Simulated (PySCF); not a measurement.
Sn(F)2(Cl)(NH2) (ClF₂H₂NSn), SMILES [NH2][Sn]([F])([F])[Cl]. Atoms are numbered in the order given.

```xyz
7

N      2.0983    -0.3615     0.1795
Sn     0.1386     0.1353     0.0992
F     -0.5565     0.3431     1.8896
F     -0.0891     1.8302    -0.8005
Cl    -1.2279    -1.3970    -0.9917
H      2.6576     0.3400    -0.3110
H      2.4097    -0.3863     1.1532
```
Charge 0, spin multiplicity 1.

Coordinates come from a B3LYP-D3(BJ)/def2-SVP optimisation. The structure was generated by enumeration; whether it is a known compound was not checked. The def2 effective core potentials stand for the cores of Sn; spin–orbit coupling is left out. Other conformers were not sampled.

These are PBE/def2-TZVP (PySCF) values and carry that method's errors.

ESP charges are fitted to the potential on shells at 1.4 to 2.0 van der Waals radii. Atomic charges (e):

| atom | ESP fit | Mulliken |
|---|---|---|
| N1 | -0.83 | -0.67 |
| Sn2 | 0.88 | 1.29 |
| F3 | -0.32 | -0.42 |
| F4 | -0.32 | -0.42 |
| Cl5 | -0.14 | -0.29 |
| H6 | 0.37 | 0.25 |
| H7 | 0.37 | 0.26 |
